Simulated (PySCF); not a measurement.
# Excitation energies in several basis sets

C2H8GeOS.
SMILES: `C[O][GeH2][S]C`

TDDFT with PBE0 (PySCF), vertical singlets, core orbitals frozen in the response, spherical d and f functions. The structure is a single PBE0-D3(BJ)/def2-SVP conformer in the gas phase; no vibrational or solvent corrections. Relativistic effects, spin–orbit coupling among them, are left out although an element past zinc is present.

Task: Compare 6-31G*, def2-SVP, def2-SVPD, aug-cc-pVDZ, def2-TZVP and def2-TZVPD for this molecule.

Result: 

```json
{"basis": "6-31G*", "functions": "108", "diffuse": "no", "S1 (eV)": "5.80", "S2 (eV)": "6.29", "S3 (eV)": "6.62", "S4 (eV)": "6.78", "S5 (eV)": "7.14", "LUMO (eV)": "0.51", "α (au)": "66.7"}
{"basis": "def2-SVP", "functions": "132", "diffuse": "no", "S1 (eV)": "5.98", "S2 (eV)": "6.44", "S3 (eV)": "6.80", "S4 (eV)": "6.90", "S5 (eV)": "7.36", "LUMO (eV)": "0.66", "α (au)": "67.8"}
{"basis": "def2-SVPD", "functions": "192", "diffuse": "yes", "S1 (eV)": "5.57", "S2 (eV)": "6.08", "S3 (eV)": "6.37", "S4 (eV)": "6.47", "S5 (eV)": "6.59", "LUMO (eV)": "0.02", "α (au)": "81.7"}
{"basis": "aug-cc-pVDZ", "functions": "204", "diffuse": "yes", "S1 (eV)": "5.46", "S2 (eV)": "5.93", "S3 (eV)": "5.98", "S4 (eV)": "6.24", "S5 (eV)": "6.39", "LUMO (eV)": "-0.20", "α (au)": "83.0"}
{"basis": "def2-TZVP", "functions": "226", "diffuse": "no", "S1 (eV)": "5.62", "S2 (eV)": "6.25", "S3 (eV)": "6.56", "S4 (eV)": "6.67", "S5 (eV)": "6.91", "LUMO (eV)": "0.25", "α (au)": "77.5"}
{"basis": "def2-TZVPD", "functions": "286", "diffuse": "yes", "S1 (eV)": "5.44", "S2 (eV)": "6.01", "S3 (eV)": "6.21", "S4 (eV)": "6.31", "S5 (eV)": "6.45", "LUMO (eV)": "-0.12", "α (au)": "83.0"}
```

States are compared by their number. Against the largest diffuse basis here (def2-TZVPD, itself not a converged limit), sets without diffuse functions differ by up to 0.55 eV in S1 and 0.91 eV in S5; the smaller diffuse sets differ by up to 0.13 and 0.14 eV. State by state, the largest deviation of a set without diffuse functions is S1 0.55, S2 0.44, S3 0.59, S4 0.59, S5 0.91 eV. The same number needn't mean the same state in each row. Against def2-TZVPD the polarisability deviates by -20% in 6-31G*, -18% in def2-SVP, -2% in def2-SVPD, 0% in aug-cc-pVDZ, -7% in def2-TZVP.

Without π bonds the low states are Rydberg-like; a valence basis with one diffuse set may place them up to an eV too high.
